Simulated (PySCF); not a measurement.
Molecule (SMILES): [SiH][SiH3] (SiH-SiH3) (closed-shell singlet).
Geometry (B3LYP-D3(BJ)/def2-TZVP, fixed):
```xyz
6

Si     0.0071     1.0500     0.8096
H     -0.4184     1.8608    -0.4081
Si     0.0198    -0.9006    -0.5838
H      0.9769    -0.6998    -1.7070
H     -1.3363    -1.1013    -1.1659
H      0.4013    -2.1512     0.1194
```

Basis-set convergence of the mean static polarisability at PBE0 with PySCF. All functions are spherical. Density fitting with generated auxiliary sets. In sets without p functions on hydrogen, species with hydrogen take exact integrals. No added dispersion term, no relativity. Reference: the value in aug-pcseg-2, 68.63 bohr³, itself unsure by roughly 0.3 % (its distance from aug-cc-pV(T+d)Z). Deviations are taken from unrounded values. Cost is core time over that of cc-pV(D+d)Z, rough, on shared machines of one kind; a dash marks a row that isn't timed (too short, read off another run, short of memory, by another algorithm or on other hardware).

| basis | functions | mean static polarisability (bohr³) | minus reference (%) | cost |
|---|---|---|---|---|
| 3-21G | 34 | 54.48 | -20.6 | - |
| 6-31G | 34 | 55.68 | -18.9 | - |
| pcseg-0 | 34 | 56.49 | -17.7 | - |
| 6-31G* | 44 | 55.01 | -19.9 | - |
| def2-SV(P) | 44 | 57.01 | -16.9 | - |
| 6-31+G* | 52 | 59.61 | -13.1 | - |
| cc-pV(D+d)Z | 66 | 59.33 | -13.6 | 1× |
| 6-311G** | 76 | 59.90 | -12.7 | 1× |
| def2-TZVP | 98 | 63.92 | -6.9 | 2× |
| Sadlej pVTZ | 100 | 68.87 | 0.3 | 2× |
| 6-311++G(2d,2p) | 110 | 64.85 | -5.5 | 2× |
| def2-TZVPD | 122 | 68.37 | -0.4 | 2× |
| pcseg-2 | 124 | 62.65 | -8.7 | 2× |
| cc-pV(T+d)Z | 134 | 64.19 | -6.5 | 3× |
| jun-cc-pV(T+d)Z | 152 | 68.40 | -0.3 | 4× |
| aug-cc-pV(T+d)Z | 202 | 68.86 | 0.3 | 7× |
| cc-pV(Q+d)Z | 248 | 66.88 | -2.5 | 10× |
| pcseg-3 | 260 | 66.86 | -2.6 | 10× |
